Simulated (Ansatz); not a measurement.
A structure drawn as `B[SiH2][SiH](N)F`, with this starting geometry:

```xyz
12

B    -0.130    1.269   -1.660
Si   -1.224    0.081   -0.581
Si    0.121   -1.027    0.778
N     1.079    0.052    1.799
F     1.244   -1.937   -0.138
H     0.981    1.329   -1.589
H    -0.711    1.957   -2.486
H    -2.166    0.812    0.207
H    -1.925   -0.854   -1.475
H    -0.615   -1.948    1.601
H     1.703   -0.430    2.384
H     1.643    0.695    1.161
```

Total charge 0; spin multiplicity 1.

Q: Relax it with Ansatz at PBE-D4/def2-SVP and then PBE0-D4/def2-TZVP. Is the drawn bonding still there?

A: Yes, every drawn bond is still there and no new one forms.

Q: Give the relaxed structure. (Estimate.)

A: The calculation gave: 
Z-matrix (Å, degrees):
```
Si
Si 1 2.357
B 1 1.986 2 100.6
H 1 1.489 2 106.8 3 -120.0
H 1 1.488 2 108.7 3 121.8
F 2 1.611 1 106.4 3 -63.8
N 2 1.699 1 108.5 3 59.4
H 2 1.484 1 115.7 3 179.9
H 3 1.197 1 120.2 2 -79.2
H 3 1.194 1 121.8 2 94.1
H 7 1.006 2 122.8 1 -39.1
H 7 1.007 2 122.3 1 160.8
```
All modes are real.

Atoms count as bonded under 1.1 times the sum of their covalent radii (H–H under 0.85 Å, pairs among N, O and F under 1.55 Å), and a drawn bond as lost past 1.3 times.
